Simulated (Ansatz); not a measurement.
Job for Ansatz (a quantum-chemistry and plane-wave program): R-HF/def2-TZVPP on toluene (SMILES Cc1ccccc1), atoms moved off the minimum.

Ansatz 0.2 input:
```yaml
crystal:
  periodic: [false, false, false]
  atoms:
    - {symbol: C, position_ang: [-2.36649284, -0.07725091, 0.02605827]}
    - {symbol: C, position_ang: [-0.84597169, -0.12657921, 0.06137150]}
    - {symbol: C, position_ang: [-0.11960327, -1.21132828, 0.13330696]}
    - {symbol: C, position_ang: [1.31586528, -1.07544407, 0.17655848]}
    - {symbol: C, position_ang: [1.96299601, 0.17695904, -0.01205955]}
    - {symbol: C, position_ang: [1.24080056, 1.29891769, -0.12496891]}
    - {symbol: C, position_ang: [-0.17892411, 1.18909497, -0.18577552]}
    - {symbol: H, position_ang: [-2.77369616, 0.72395191, 0.28223043]}
    - {symbol: H, position_ang: [-2.73536589, -0.80666911, 0.60834314]}
    - {symbol: H, position_ang: [-2.68542842, -0.22759271, -0.86772678]}
    - {symbol: H, position_ang: [-0.72396810, -2.21765672, 0.28767226]}
    - {symbol: H, position_ang: [1.83819872, -2.12270953, 0.27351310]}
    - {symbol: H, position_ang: [3.06275240, 0.27693652, -0.03525873]}
    - {symbol: H, position_ang: [1.65921495, 2.20784975, -0.33140961]}
    - {symbol: H, position_ang: [-0.89066922, 2.14071766, -0.28523346]}
basis:
  gaussian:
    orbitals: def2-TZVPP
hamiltonian:
  xc: {name: HF}
scf: {lower_state_search: off}
output: {forces: true}
```

The log:

```
WARN ansatz: RAYON_NUM_THREADS=8 ignored (pool sized by the plan → 8); use --threads N
Functional definition: HF
these checks for a lower state are left out or cut short: stability, starts, cluster_reference, orbital_swaps, neighbouring_geometries, increment
integrals: 0.33 GiB planned
2103 factors; their error is unknown
2.10 GiB of device memory are held for the factors and their scratch space
mean field: 1.91 GiB planned
mean field evaluation 1: about -7334.8990 eV, gradient 4.2e1 eV
mean field evaluation 2: about -7339.2385 eV, gradient 1.6e1 eV
mean field evaluation 4: about -7339.9540 eV, gradient 1.0e0 eV
mean field evaluation 8: about -7339.9575 eV, gradient 1.1e-1 eV
mean field evaluation 16: about -7340.0892 eV, gradient 3.8e-4 eV
mean field -7340.08917694 eV, -269.7433019614 hartree, gradient 1.3e-6 eV, S^2 0.000000; 0 other end points of the search recorded, 0 dependent functions left out
the calculation of the forces begins
reference -7340.08917694 eV, -269.7433019614 hartree; 25, 25 occupied and 304, 304 virtual orbitals, 2103 factors
Total energy: -7340.08917694 eV, -269.7433019614 hartree
Atom 0 at    -2.366493    -0.077251     0.026058 Å, force     6.271252    -4.206990     1.269195 eV/Å
Atom 1 at    -0.845972    -0.126579     0.061372 Å, force    -1.399162     7.285199    -1.757568 eV/Å
Atom 2 at    -0.119603    -1.211328     0.133307 Å, force     1.960974    -3.838501     1.439170 eV/Å
Atom 3 at     1.315865    -1.075444     0.176558 Å, force     0.065803    -2.276459    -0.616708 eV/Å
Atom 4 at     1.962996     0.176959    -0.012060 Å, force     1.621608    -3.914031     0.986394 eV/Å
Atom 5 at     1.240801     1.298918    -0.124969 Å, force    -5.501864    -0.175288    -1.014198 eV/Å
Atom 6 at    -0.178924     1.189095    -0.185776 Å, force    -0.996283    -0.224280     1.365949 eV/Å
Atom 7 at    -2.773696     0.723952     0.282230 Å, force    -2.737372     7.260870     2.688765 eV/Å
Atom 8 at    -2.735366    -0.806669     0.608343 Å, force    -1.366429    -2.670881     2.078268 eV/Å
Atom 9 at    -2.685428    -0.227593    -0.867727 Å, force    -1.830157    -1.321770    -5.966877 eV/Å
Atom 10 at    -0.723968    -2.217657     0.287672 Å, force     2.199276     2.206760    -0.422129 eV/Å
Atom 11 at     1.838199    -2.122710     0.273513 Å, force    -0.542175     2.980351    -0.210141 eV/Å
Atom 12 at     3.062752     0.276937    -0.035259 Å, force    -1.028410    -0.562921     0.123637 eV/Å
Atom 13 at     1.659215     2.207850    -0.331410 Å, force     1.115164     1.992136    -0.140862 eV/Å
Atom 14 at    -0.890669     2.140718    -0.285233 Å, force     2.167774    -2.534195     0.177106 eV/Å
Dipole moment:    -0.125107     0.019641    -0.025380 e Å
Checks for a lower state left out: stability, starts, cluster_reference, orbital_swaps, neighbouring_geometries, increment
```

The run converged.
